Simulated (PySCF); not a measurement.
# Krypton: a sound run and one with changed settings

Sound run: Kr [Kr], Kr⁺ [Ar] 3d10 4s2 4p5. All numbers are calculated (PySCF 2.14, the spin-free X2C one-electron Hamiltonian (Gaussian nucleus), in aug-cc-pVDZ-DK). In the sound run the correlated levels freeze [Ar] 3d10. The sound run starts from symmetry-adapted Hartree-Fock orbitals and uses a fine grid where one is needed.

Changed run: no relativity, point nucleus. This setting is unsound on purpose.

| species | method | sound run (hartree) | changed run (hartree) | converged |
| --- | --- | --- | --- | --- |
| Kr | UHF | -2788.05464 | -2728.80981 | yes |
| Kr | PBE0 | -2789.60812 | -2730.36859 | yes |
| Kr | TPSS | -2789.80578 | -2730.56830 | yes |
| Kr | MP2 | -2788.18171 | -2728.93794 | yes |
| Kr | CCSD(T) | -2788.19429 | -2728.95091 | yes |
| Kr⁺ | UHF | -2787.57027 | -2728.32279 | yes |
| Kr⁺ | PBE0 | -2789.08742 | -2729.84501 | yes |
| Kr⁺ | TPSS | -2789.28615 | -2730.04564 | yes |
| Kr⁺ | MP2 | -2787.66800 | -2728.42180 | yes |
| Kr⁺ | CCSD(T) | -2787.68371 | -2728.43820 | yes |

Ionisation energy of Kr:

| method | sound run (eV) | changed run (eV) |
| --- | --- | --- |
| UHF | 13.180 | 13.253 |
| PBE0 | 14.169 | 14.247 |
| TPSS | 14.140 | 14.222 |
| MP2 | 13.979 | 14.045 |
| SCS-MP2 | 13.900 | 13.966 |
| CCSD | 13.876 | 13.935 |
| CCSD(T) | 13.894 | 13.952 |

Most of the change in total energy is the relativistic energy itself. On top of that the contraction fixes the core shape for the Hamiltonian it was made with, so the changed run is not a good calculation with the other Hamiltonian either.

For comparison, NIST gives 14.000 eV between the lowest levels.
